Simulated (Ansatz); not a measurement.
System: SiH$_{3}$F, charge 0, singlet. SiH3F (SMILES F[SiH3]).
B3LYP-D3(BJ)/def2-TZVP minimum from Ansatz (a quantum-chemistry and plane-wave program):
```
Si
F 1 1.6061
H 1 1.4771 2 108.27
H 1 1.4771 3 110.64 2 -118.50
H 1 1.4771 3 110.64 4 -122.99
```
Charge 0, spin multiplicity 1.

Total energies in cc-pV(T+d)Z, 14 correlated electrons, 6 frozen orbitals. UHF or UKS for unpaired electrons; spin-orbit terms are left out. Correlated methods leave the cores frozen. No relativity.

```
method    program  energy (Eh)  minus CCSDT(Q) (mEh)
--------  -------  -----------  --------------------
HF         Ansatz   -390.23008                416.91
MP2        Ansatz   -390.61436                 32.63
CCSD       Ansatz   -390.63561                 11.38
CCSD(T)    Ansatz   -390.64615                  0.85
CCSDT(Q)   Ansatz   -390.64699                  0.00
```

Rough core times of Ansatz's runs on a shared machine: CCSD(T) under 20 s, CCSDT(Q) 10 min.
